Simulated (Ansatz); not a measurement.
Consider the redistribution: `ClB(Br)Br` + `C[O][Hf]([Cl])([Cl])[Cl]` → `COB(Br)Br` + `[Cl][Hf]([Cl])([Cl])[Cl]`.

Gas-phase electronic energies from Ansatz, PBE0-D4/def2-TZVP geometries. CBS: MP2 limit from def2 TZ/QZ plus the TZ coupled-cluster correction, frozen cores. DFT in def2-TZVPP. B3LYP here is the variant with VWN-RPA as its local correlation; programs differ in this. Elements past krypton have def2 core potentials. For Br, Hf outer-core shells are correlated without core-valence functions, which leaves a few kJ/mol of doubt a bond. Scalar relativity is left out up to krypton. Each species was taken in one conformer, which may not be the lowest.

Q: Is it downhill or uphill in electronic energy at CCSD(T)/CBS, and by how much? (Estimate.)

A: The calculation gave: Downhill: ΔE = -65.1 kJ/mol.

Q: What do these levels give: PBE-D4, BLYP-D4, r2SCANh-D4, CAM-B3LYP-D4, B2PLYP, revPBE, B3LYP, HF/def2-SVP, MP2/def2-SVP, CCSD(T)/def2-SVP, MP2/def2-QZVPP, MP2/CBS(def2)? (An estimate is asked.)

A: Computed: PBE-D4 -58.9, BLYP-D4 -60.3, r2SCANh-D4 -66.1, CAM-B3LYP-D4 -64.9, B2PLYP -62.0, revPBE -54.7, B3LYP -63.3, HF/def2-SVP -70.8, MP2/def2-SVP -51.9, CCSD(T)/def2-SVP -54.2, MP2/def2-QZVPP -61.0, MP2/CBS(def2) -62.4 kJ/mol.

Largest T1 diagnostic among the species: 0.014.

From r2SCAN to r2SCAN0 (25 % exact exchange), in def2-TZVPP and without D4, ΔE moves by −3.3 kJ/mol. At CCSD(T), def2-SVP lies +10.9 kJ/mol from the extrapolated value and def2-TZVPP +3.8 kJ/mol. Leaving LDA and LC-ωPBE aside and taking each functional with its dispersion term where it has one, the values, not all of them listed here, spread over 12.9 kJ/mol, from BHLYP-D4 to revPBE-D4. LDA lies −6.6 kJ/mol from PBE without D4.
